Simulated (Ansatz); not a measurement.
A nudged elastic band was laid between two geometries of C2H8FNSi2 (14 atoms, charge 0, multiplicity 1).

Theory: Ansatz 0.2.0, RKS r2SCAN-D4/STO-3G.

```json
{
  "movable images": "5",
  "climbing image": "yes",
  "spring": "5.0 eV/Å²",
  "optimiser": "quadratic models (default)",
  "start path": "IDPP",
  "force threshold": "0.5 eV/Å",
  "iteration limit": "33",
  "end points": "relaxed"
}
```

Image 0:

```xyz
14
Properties=species:S:1:pos:R:3
N -0.404 -1.216 2.066
C -0.019 -0.935 0.836
C -0.475 -1.946 -0.273
F -0.485 -1.302 -1.525
Si 0.986 0.529 0.170
Si -0.293 2.059 -0.887
H 0.001 -0.436 2.692
H -1.482 -2.358 -0.020
H 0.243 -2.808 -0.293
H 2.025 0.016 -0.699
H 1.628 1.127 1.323
H 0.475 3.258 -1.141
H -0.783 1.559 -2.150
H -1.429 2.422 -0.069
```

Image 6:

```xyz
14
Properties=species:S:1:pos:R:3
N -0.596 -1.228 1.996
C -0.141 -0.916 0.796
C -0.659 -1.839 -0.363
F -1.539 -2.826 0.093
Si 1.034 0.486 0.296
Si -0.008 2.069 -0.927
H -0.155 -0.515 2.677
H 0.233 -2.301 -0.866
H -1.154 -1.190 -1.135
H 2.134 -0.093 -0.449
H 1.565 1.037 1.526
H 0.905 3.145 -1.247
H -0.503 1.514 -2.166
H -1.128 2.627 -0.202
```

Q: What changes between the two ends?

A: No bond is made or broken. The dihedral Si5–C2–C3–F4 goes from -22 to -179°.

Q: What energy profile does the band end with?

A: The forces met the threshold. The highest image is number 3 of 0 to 6, 0.133 eV above the first end and 0.079 eV above the last; the last end lies 0.055 eV above the first. The threshold of 0.5 eV/Å is loose, so the images may lie well off the minimum-energy path. The order of the stationary point at the top wasn't checked. Limits of this set-up: minimal basis.

```json
{"image": "0", "path coordinate (Å)": "0.00", "energy (eV)": "0.000", "dihedral Si5–C2–C3–F4 (°)": "-22"}
{"image": "1", "path coordinate (Å)": "0.88", "energy (eV)": "0.018", "dihedral Si5–C2–C3–F4 (°)": "-47"}
{"image": "2", "path coordinate (Å)": "1.77", "energy (eV)": "0.080", "dihedral Si5–C2–C3–F4 (°)": "-72"}
{"image": "3", "path coordinate (Å)": "2.65", "energy (eV)": "0.133", "dihedral Si5–C2–C3–F4 (°)": "-98"}
{"image": "4", "path coordinate (Å)": "3.53", "energy (eV)": "0.129", "dihedral Si5–C2–C3–F4 (°)": "-126"}
{"image": "5", "path coordinate (Å)": "4.42", "energy (eV)": "0.087", "dihedral Si5–C2–C3–F4 (°)": "-154"}
{"image": "6", "path coordinate (Å)": "5.30", "energy (eV)": "0.055", "dihedral Si5–C2–C3–F4 (°)": "-179"}
```

Q: What is the geometry of the highest image?

A: 
```xyz
14
Properties=species:S:1:pos:R:3
N -0.890 -1.055 1.963
C -0.269 -0.895 0.809
C -0.746 -1.874 -0.315
F -1.959 -1.433 -0.890
Si 1.044 0.402 0.377
Si 0.273 2.012 -1.005
H -0.577 -0.236 2.592
H -0.883 -2.892 0.138
H 0.054 -1.893 -1.102
H 2.161 -0.308 -0.214
H 1.468 0.999 1.628
H 1.297 3.006 -1.241
H -0.115 1.456 -2.281
H -0.871 2.682 -0.429
```

The run took 77 s on 1 thread of Arm Neoverse V2, on a shared host, peak memory 0.13 GiB.
